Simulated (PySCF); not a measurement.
CH₃Si, doublet, at a GFN2-xTB geometry; PySCF with HF/STO-3G.

The PySCF input:
```python
from pyscf import gto, scf

mol = gto.M(
    atom='''
C    -1.13014189    0.00566523   -0.00711113
Si    0.81261806   -0.00407353    0.00511319
H    -1.52987408   -0.60088156   -0.82180865
H    -1.52612189    1.01530756   -0.13055784
H    -1.53980551   -0.39138794    0.92344859
''',
    basis='sto-3g',
    spin=1,
    verbose=4,
)

mf = scf.UHF(mol)
mf.kernel()
mf.analyze()
```

### Question
What does PySCF print? Leave out banner, timings and long lists.

### Answer

```
PySCF version 2.14.0

[INPUT] verbose = 4
[INPUT] num. atoms = 5
[INPUT] num. electrons = 23
[INPUT] charge = 0
[INPUT] spin (= nelec alpha-beta = 2S) = 1
[INPUT] symmetry False subgroup None
[INPUT] Mole.unit = angstrom
[INPUT] Symbol           X                Y                Z      unit          X                Y                Z       unit  Magmom
[INPUT]  1 C     -1.130141890000   0.005665230000  -0.007111130000 AA   -2.135658653998   0.010705733133  -0.013438088136 Bohr   0.0
[INPUT]  2 Si     0.812618060000  -0.004073530000   0.005113190000 AA    1.535625577275  -0.007697856060   0.009662528723 Bohr   0.0
[INPUT]  3 H     -1.529874080000  -0.600881560000  -0.821808650000 AA   -2.891043016271  -1.135501581701  -1.552993275299 Bohr   0.0
[INPUT]  4 H     -1.526121890000   1.015307560000  -0.130557840000 AA   -2.883952404804   1.918653220600  -0.246718561015 Bohr   0.0
[INPUT]  5 H     -1.539805510000  -0.391387940000   0.923448590000 AA   -2.909810698996  -0.739616015058   1.745064925216 Bohr   0.0

nuclear repulsion = 41.2085191456173
number of shells = 11
number of NR pGTOs = 51
number of NR cGTOs = 17
basis = sto-3g
ecp = {}

******** <class 'pyscf.scf.uhf.UHF'> ********
method = UHF
initial guess = minao
damping factor = 0
level_shift factor = 0
DIIS = <class 'pyscf.scf.diis.CDIIS'>
diis_start_cycle = 1
diis_space = 8
diis_damp = 0
SCF conv_tol = 1e-09
SCF conv_tol_grad = None
SCF max_cycles = 50
direct_scf = True
direct_scf_tol = 1e-13
number electrons alpha = 12  beta = 11
Set gradient conv threshold to 3.16228e-05
init E= -324.279472267316

cycle= 1 E= -324.647883291049  delta_E= -0.368  |g|= 0.109  |ddm|= 1.94
cycle= 2 E= -324.658406023352  delta_E= -0.0105  |g|= 0.0272  |ddm|= 0.215
cycle= 3 E= -324.659190799844  delta_E= -0.000785  |g|= 0.00904  |ddm|= 0.0494
cycle= 4 E= -324.65928467876  delta_E= -9.39e-05  |g|= 0.00249  |ddm|= 0.0211
cycle= 5 E= -324.659297510686  delta_E= -1.28e-05  |g|= 0.0012  |ddm|= 0.00713
cycle= 6 E= -324.659301989068  delta_E= -4.48e-06  |g|= 0.000461  |ddm|= 0.00598
cycle= 7 E= -324.659302730551  delta_E= -7.41e-07  |g|= 7.82e-05  |ddm|= 0.00353
cycle= 8 E= -324.659302742306  delta_E= -1.18e-08  |g|= 2.61e-05  |ddm|= 0.000352
cycle= 9 E= -324.659302743774  delta_E= -1.47e-09  |g|= 7.77e-06  |ddm|= 9.39e-05
cycle= 10 E= -324.659302743918  delta_E= -1.44e-10  |g|= 1.39e-06  |ddm|= 3.88e-05
Extra cycle  E= -324.659302743921  delta_E= -3.41e-12  |g|= 7.79e-07  |ddm|= 3.28e-06
converged SCF energy = -324.659302743921  <S^2> = 0.75294685  2S+1 = 2.0029447
**** SCF Summaries ****
Total Energy =                        -324.659302743920932
Nuclear Repulsion Energy =              41.208519145617338
One-electron Energy =                 -534.153547887431159
Two-electron Energy =                  168.285725997892911
Two-electron Coulomb Energy =          195.101034768031582
DFT Exchange-Correlation Energy =      -26.815308770138671
**** MO energy ****
                             alpha | beta                alpha | beta
MO #1   energy= -67.823655485906   | -67.8147473559499  occ= 1 | 1
MO #2   energy= -10.9386586281633  | -10.9407012565885  occ= 1 | 1
MO #3   energy= -5.84259199186622  | -5.82806625715837  occ= 1 | 1
MO #4   energy= -3.87878202913094  | -3.8491396384689   occ= 1 | 1
MO #5   energy= -3.85459823854075  | -3.84676924594718  occ= 1 | 1
MO #6   energy= -3.8534739554552   | -3.82384524984564  occ= 1 | 1
MO #7   energy= -0.860691707559312 | -0.8592900324896   occ= 1 | 1
MO #8   energy= -0.531544866970161 | -0.48334444082091  occ= 1 | 1
MO #9   energy= -0.485468469662293 | -0.478205778577905 occ= 1 | 1
MO #10  energy= -0.483384256920663 | -0.462676652465403 occ= 1 | 1
MO #11  energy= -0.258892012319258 | -0.230759147347513 occ= 1 | 1
MO #12  energy= -0.152807266167768 | 0.266830096112436  occ= 1 | 0
MO #13  energy= 0.23691274779242   | 0.320520130417131  occ= 0 | 0
MO #14  energy= 0.538075539924281  | 0.563658801736787  occ= 0 | 0
MO #15  energy= 0.752196229489249  | 0.750972011976465  occ= 0 | 0
MO #16  energy= 0.752356648563699  | 0.755329412960691  occ= 0 | 0
MO #17  energy= 0.790075377684694  | 0.790675605499079  occ= 0 | 0

To work with the spin densities directly, `use mulliken_meta_spin()` only printing them here.

 ** Mulliken spin pop alpha/beta on meta-lowdin orthogonal AOs **
 ** Mulliken Spin Density (per AO)  **
spin_pop of  0 C 1s        0.00000
spin_pop of  0 C 2s       -0.01059
spin_pop of  0 C 2px      -0.03372
spin_pop of  0 C 2py      -0.00592
spin_pop of  0 C 2pz      -0.00977
spin_pop of  1 Si 1s        0.00000
spin_pop of  1 Si 2s       -0.00001
spin_pop of  1 Si 3s        0.01930
spin_pop of  1 Si 2px      -0.00002
spin_pop of  1 Si 2py       0.00002
spin_pop of  1 Si 2pz       0.00026
spin_pop of  1 Si 3px       0.02025
spin_pop of  1 Si 3py       0.16323
spin_pop of  1 Si 3pz       0.82402
spin_pop of  2 H 1s        0.00632
spin_pop of  3 H 1s        0.00674
spin_pop of  4 H 1s        0.01989
 ** Mulliken Spin Density (per atom)  **
spin density of  0 C =     -0.06000
spin density of  1 Si =      1.02705
spin density of  2 H =      0.00632
spin density of  3 H =      0.00674
spin density of  4 H =      0.01989
 ** Mulliken pop alpha/beta on meta-lowdin orthogonal AOs **
 ** Mulliken pop       alpha | beta **
pop of  0 C 1s        0.99989 | 0.99989
pop of  0 C 2s        0.53252 | 0.54311
pop of  0 C 2px       0.58182 | 0.61554
pop of  0 C 2py       0.50231 | 0.50823
pop of  0 C 2pz       0.50027 | 0.51005
pop of  1 Si 1s        1.00000 | 1.00000
pop of  1 Si 2s        0.99998 | 0.99999
pop of  1 Si 3s        0.94337 | 0.92407
pop of  1 Si 2px       0.99951 | 0.99953
pop of  1 Si 2py       0.99965 | 0.99963
pop of  1 Si 2pz       0.99993 | 0.99967
pop of  1 Si 3px       0.43472 | 0.41447
pop of  1 Si 3py       0.17326 | 0.01004
pop of  1 Si 3pz       0.83307 | 0.00904
pop of  2 H 1s        0.49654 | 0.49022
pop of  3 H 1s        0.49685 | 0.49011
pop of  4 H 1s        0.50632 | 0.48643
In total            12.00000 | 11.00000
 ** Mulliken atomic charges   ( Nelec_alpha | Nelec_beta ) **
charge of  0C =     -0.29362  (     3.11681      3.17681 )
charge of  1Si =      0.26010  (     7.38347      6.35643 )
charge of  2H =      0.01323  (     0.49654      0.49022 )
charge of  3H =      0.01305  (     0.49685      0.49011 )
charge of  4H =      0.00724  (     0.50632      0.48643 )
Dipole moment(X, Y, Z, Debye):  0.46636,  0.00843, -0.02426
```
